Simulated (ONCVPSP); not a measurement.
## Before and after: ONCV potential for Pb (Z = 82)

- Element: lead
- Generator: ONCVPSP 4.0.1
- Type: optimised norm-conserving Vanderbilt (ONCV)
- Functional: LDA (Perdew-Zunger)
- Relativity: fully relativistic
- Frozen core: [Kr] 4d10 4f14
- Valence charge: 22
- Reference configuration: 5s2 5p6 5d10 6s1 6p3
- Partial waves: 5s+6s: rc 1.35 bohr, ncon 4, nbas 7, qcut 7.4 1/bohr, 2 projectors; 5p+6p: rc 1.40 bohr, ncon 3, nbas 6, qcut 9.2 1/bohr, 2 projectors; 5d: rc 1.45 bohr, ncon 4, nbas 8, qcut 9.6 1/bohr, 3 projectors, debl 3.9 Ha
- Local potential: polynomial inside 1.15 bohr (lpopt 5, dvloc0 -1 Ha)
- Core correction: Teter function, fcfact 2.75, rcfact 1.5

Open shells are filled in proportion to 2j + 1.

All-electron outer shells of the reference configuration (LDA (Perdew-Zunger), scalar-relativistic, ld1.x):

| shell | level (eV) | outermost node (bohr) | outermost maximum (bohr) |
| --- | --- | --- | --- |
| 4d | -403.77 | 0.19 | 0.39 |
| 5s | -146.23 | 0.45 | 0.78 |
| 4f | -135.08 | – | 0.35 |
| 5p | -87.76 | 0.49 | 0.88 |
| 5d | -22.97 | 0.52 | 1.07 |
| 6s | -13.44 | 1.01 | 1.95 |
| 6p | -4.41 | 1.18 | 2.57 |

Change: s: qcut 8.9.

Cutoffs: the cutoffs (Ha) at which the residual kinetic energy of the hardest occupied pseudo-wave falls to 1 and 0.1 mHa per electron; they do not see the model core or the augmentation charge, which bear on the density cutoff. Errors are all-electron minus pseudo energies relative to the spin-unpolarised reference configuration.

Problem. What does the change do?

Solution. The potential gets neither clearly harder nor softer (30 Ha and 69 Ha → 32 Ha and 37 Ha); of the 4 tests that both files solve, the error grows in 1 and shrinks in 3 by more than 15 % and 0.3 meV (median size 1.1 → 0.6 meV); neither file shows a bound ghost.

```tsv
quantity	base	changed
cutoff, loose	30 Ha	32 Ha
cutoff, tight	69 Ha	37 Ha
loose cutoff by channel	s 27 Ha, p 30 Ha, d 27 Ha	s 32 Ha, p 30 Ha, d 27 Ha
bound ghosts	none	none
GHOST(+) flags under 300 eV	s at 211.2 eV	s at 242.1 eV
error for 5s2 5p6 5d10 6s2 6p2, meV [ΔE -8.64 eV]	-1.4	-0.7
error for 5s2 5p6 5d10 6s2 6p1, meV [ΔE -1.69 eV]	-0.8	0.0
error for 5s2 5p6 5d10 6s2 6p0, meV [ΔE 12.24 eV]	+0.2	+0.8
error for 5s2 5p6 5d10 6s0 6p4, meV [ΔE 9.02 eV]	-1.4	-0.5
s: phases at 1.37 bohr within 0.05 rad from the reference energy up to (Ha; the scan ends near 5)	to the end of the scan	to the end of the scan
p3/2: phases at 1.42 bohr within 0.05 rad from the reference energy up to (Ha; the scan ends near 5)	to the end of the scan	to the end of the scan
p1/2: phases at 1.42 bohr within 0.05 rad from the reference energy up to (Ha; the scan ends near 5)	to the end of the scan	to the end of the scan
d5/2: phases at 1.47 bohr within 0.05 rad from the reference energy up to (Ha; the scan ends near 5)	to the end of the scan	to the end of the scan
d3/2: phases at 1.47 bohr within 0.05 rad from the reference energy up to (Ha; the scan ends near 5)	to the end of the scan	to the end of the scan
rms error of d²Exc/dni dnj with the model core, mHa	3.78	3.88
```
